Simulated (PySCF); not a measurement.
# Static response to an electric field

C₂H₆OSSi.
SMILES with atom numbers: `[CH3:1][C:2](=[S:3])[O:4][SiH3:5]` (hydrogens: H6, H7, H8 on C1; H9, H10, H11 on Si5)

Cartesian coordinates in Å at the GFN2-xTB level; atoms count from 1:
```xyz
11
C2H6OSSi angstrom
C     -1.955   -0.018    0.012
C     -0.534    0.394   -0.185
S     -0.112    1.833   -0.817
O      0.358   -0.489    0.200
Si     2.011   -0.333    0.135
H     -2.184   -0.028    1.078
H     -2.105   -1.029   -0.367
H     -2.623    0.675   -0.490
H      2.321   -1.647    0.674
H      2.418   -0.137   -1.250
H      2.410    0.782    0.985
```

Level: PBE0/def2-SVPD (PySCF), static field, nuclei fixed, core orbitals frozen in the response. The polarisability tensor in these axes (au):

```
x   83.79 -3.82  1.33
y   -3.82 80.93 -9.81
z    1.33 -9.81 63.16
```

**Question.** Diagonalise the tensor; give its mean and Δα, where Δα² is half the sum of the squared differences of the eigenvalues.

**Answer.** Principal values 58.80, 80.45 and 88.64 au; mean 75.96 au = 11.26 Å³ = 12.52 × 10⁻⁴⁰ C²·m²/J; Δα = 26.70 au (35 % of the mean).

**Question.** What is the dipole moment, and where does it point?

**Answer.** (-0.17, -1.89, 0.87) D, 2.09 D in size, pointing from the negative to the positive side. Measured along this direction, the outermost atoms are S3 at the negative end and H9 at the positive end.

**Question.** Give the principal axes and the span of the nuclei along them.

**Answer.** Largest value along (-0.64, 0.71, -0.31), where the nuclei span 5.16 Å; middle along (0.77, 0.58, -0.27), 4.23 Å; least along (0.01, 0.41, 0.91), 2.42 Å. The response follows the extents in order.

**Question.** Find the Langevin capture rate constant for NO+ (29.998 u) meeting this molecule (105.991 u), k = 2.342 × 10⁻⁹ cm³/s × √(α in Å³ / reduced mass in u).

**Answer.** The reduced mass is 23.38 u, so k = 1.63 × 10⁻⁹ cm³/s. The formula leaves out the permanent dipole, which adds to the capture rate.

**Question.** Form Σ f/ω² (atomic units) for the 6 lowest TDDFT singlets, given as eV and f, and set it beside the mean polarisability, which is this sum over all singlets: 3.41, 0.0001; 5.45, 0.0576; 5.87, 0.1938; 6.14, 0.0011; 6.42, 0.0231; 6.59, 0.0068.

**Answer.** They add up to 6.16 au, 8.1 % of the 75.96 au; the largest single term is 4.17 au, from the state at 5.87 eV. Terms in order: 0.00, 1.44, 4.17, 0.02, 0.41, 0.12 au. Higher excitations give the rest. The strengths listed sum to 0.283.

**Question.** Refractivity n − 1 of an ideal gas of it at 298.15 K and 1 atm, from the electronic α?

**Answer.** N = p/kT = 2.4615 × 10¹⁹ cm⁻³, so n − 1 = 2π × N × 11.26 × 10⁻²⁴ cm³ = 1741 × 10⁻⁶ at long wavelengths.

The structure is a single GFN2-xTB conformer in the gas phase; no vibrational or solvent corrections.
